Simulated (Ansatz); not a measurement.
Several settings on one geometry of BMe2(NH2) (C2H8BN) (that of the charge 0 singlet, PBE0-D4/def2-SVP). Ansatz on 4 threads of Arm Neoverse V1 on a shared host; times are rough.

```
atom   x (Å)   y (Å)   z (Å)
  B1  -0.098  -0.169   0.001
  C2   1.485  -0.180   0.007
  H3   1.932  -1.187  -0.006
  H4   1.867   0.345   0.901
  H5   1.881   0.378  -0.859
  C6  -0.891   1.202  -0.024
  H7  -1.988   1.093  -0.007
  H8  -0.624   1.781  -0.926
  H9  -0.600   1.832   0.834
 N10  -0.802  -1.379   0.022
 H11  -0.349  -2.284   0.034
 H12  -1.812  -1.432   0.025
```

Totals from different functionals, basis sets or treatments of relativity can't be compared as stabilities.

The 6-31G sets use Cartesian d functions. Correlated methods freeze 4 core orbitals.

Give the basis size and estimate the energy, ⟨S²⟩ and time of these runs.

```json
{"run": "1", "method": "RKS B97/def2-mTZVPP", "charge": "0", "state": "singlet", "further keys": "–"}
{"run": "2", "method": "RKS B97M-V/6-31G", "charge": "0", "state": "singlet", "further keys": "scf: {lower_state_search: off}"}
{"run": "3", "method": "RKS PBE0-DH/6-31G*", "charge": "0", "state": "singlet", "further keys": "scf: {omitted_lower_state_checks: [starts]}; forces asked"}
```


```tsv
run	functions	energy (Eh)	⟨S²⟩	wall time
1	121	-160.7012	–	2.2 s
2	52	-160.6576	–	1.5 s
3	76	-160.4719	–	2.1 s
```
